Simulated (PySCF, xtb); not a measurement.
C3H10Sn, SMILES CC[CH2][SnH3].

GFN2-xTB (xtb) at its own geometry gives an orbital gap of 6.59 eV and a dipole moment of 1.80 D.

Geometry optimised at B3LYP-D3(BJ)/def2-SVP. The structure was generated by enumeration; whether it is a known compound was not checked. The def2 effective core potentials stand for the cores of Sn; spin–orbit coupling is left out. One conformer was computed; it need not be the lowest.

Question: What does HF/def2-TZVP (PySCF) give? (An estimate is asked for; the answer gives what the named calculation found.)

Answer: gap 13.06 eV (levels -10.42 and 2.64 eV), dipole 1.07 D.
